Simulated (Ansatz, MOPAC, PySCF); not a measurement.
buckled As flake of 1 rings `[AsH]1[AsH][AsH][AsH][AsH][AsH]1`, neutral singlet in the gas phase. The geometry has D3d symmetry (within 0.05 Å) and had no frequency check at the DFT level, so a distortion to lower symmetry isn't ruled out.

Cartesian coordinates (Å):
SMILES: [AsH]1[AsH][AsH][AsH][AsH][AsH]1
```xyz
12

As    -1.8066    -1.1054    -0.5595
As    -1.4759     1.3437    -0.9018
As    -0.4921     1.6344     1.3724
As     1.8066     1.1054     0.5595
As     1.4759    -1.3437     0.9018
As     0.4921    -1.6344    -1.3725
H     -2.3737    -1.2537    -1.9925
H     -2.8934     1.6366    -0.3524
H     -0.2649     3.1428     1.1077
H      2.3737     1.2537     1.9925
H      2.8934    -1.6366     0.3525
H      0.2650    -3.1428    -1.1078
```
Charge 0, spin multiplicity 1.

All levels are single points at this geometry (PBE-D3(BJ)/def2-SVP); Pople sets use spherical d functions. Orbital energies aren't observables, and empty levels follow the basis.

PM6 in MOPAC gives HOMO (eV) = -8.07.

Question: Estimate the HOMO (eV) from each of these levels: B3LYP-D3(BJ)/def2-SVP in Ansatz (a first-principles code); CAM-B3LYP-D3(BJ)/def2-SVP in Ansatz; PBE-D3(BJ)/def2-SVP in Ansatz; B3LYP/6-31G* in PySCF; PBE/6-31G* in PySCF; HF/6-31G* in PySCF; AM1 in MOPAC; PM3 in MOPAC; PM7 in MOPAC.

Answer: 
```tsv
level	HOMO (eV)
B3LYP-D3(BJ)/def2-SVP in Ansatz	-6.17
CAM-B3LYP-D3(BJ)/def2-SVP in Ansatz	-7.46
PBE-D3(BJ)/def2-SVP in Ansatz	-5.45
B3LYP/6-31G* in PySCF	-6.16
PBE/6-31G* in PySCF	-5.45
HF/6-31G* in PySCF	-8.42
AM1 in MOPAC	-9.18
PM3 in MOPAC	-8.84
PM7 in MOPAC	-7.77
```
